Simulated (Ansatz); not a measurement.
The cluster Co2Si2, relaxed as a singlet with RKS PBE-D4/def2-SVP in Ansatz, starting from the GFN2-xTB geometry. Force threshold 0.02 eV/Å.

The relaxation made no stability test and no search for a lower SCF solution. No other spin state of charge 0 was run. The structure comes from a short search, and lower isomers may exist.

Start:

Cartesian coordinates in Å:
```
Co 1.4643 -0.8984 -0.8309
Co 0.3453 -0.2936 1.0723
Si -0.3400 0.2758 -1.1115
Si -1.4697 0.9162 0.8701
```

(1) Estimate the energy that the relaxation releases and the steps that it takes.

(2) Does the start keep its bonding and symmetry?

(3) Predict the relaxed structure.

## Answers

(1) 2.15 eV, in 13 steps; 15 s on 4 threads of Arm Neoverse V2 on a shared host. No frequencies were taken in this run, so the end may be a saddle point.

(2) Bonds formed: Co1–Si4 (atoms count from 1). The end is the same structure that another start reached, the lowest one found. Point group Cs at the start, C2v at the end, both within 0.05 Å.

(3) 
```xyz
4

Co    1.236    0.191   -0.310
Co   -0.240   -0.981    0.799
Si   -0.626   -0.374   -1.227
Si   -0.369    1.164    0.737
```
Bond lengths (bridged metal pairs left out): 4 × Co–Si 2.15 Å; 1 × Co–Co 2.19 Å; 1 × Si–Si 2.51 Å.
